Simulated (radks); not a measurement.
Question: V II, configuration [Ne] 3s2 3p5.5 3d4 4s0.5 (fractional occupations, a model configuration). All-electron calculation, non-relativistic Kohn-Sham, PBE, spin-polarised, spherical densities, point nucleus; open shells are filled with parallel spins first. Program: a radial shooting solver on a logarithmic mesh with Libxc functionals. Some entries of the table are withheld. Estimate them.

orbital,occ.,eigenvalue (eV),<r^2> (bohr^2),r(max) (bohr)
1s up,1,-5332.327,0.006031,0.04410
1s down,1,-5332.145,0.006030,0.04410
2s up,1,-600.6756,0.1144,0.2581
2s down,1,-599.2373,0.1140,0.2579
2p up,3,-507.5828,0.09328,0.2090
2p down,3,-506.3828,0.09286,0.2089
3s up,1,-76.1464,1.060,0.8268
3s down,1,-71.6460,1.066,0.8273
3p up,3,-50.9540,1.233,(1)
3p down,2.5,-46.5251,1.249,(2)
3d up,4,-12.3989,(3),0.8953
4s up,0.5,-10.6820,10.75,2.614
3d down,0,-8.4113,(4),0.9061
4p up,0,-6.7140,16.86,3.210

Answer: 
(1) 3p up r(max) (bohr): 0.8488
(2) 3p down r(max) (bohr): 0.8497
(3) 3d up <r^2> (bohr^2): 2.559
(4) 3d down <r^2> (bohr^2): 2.962
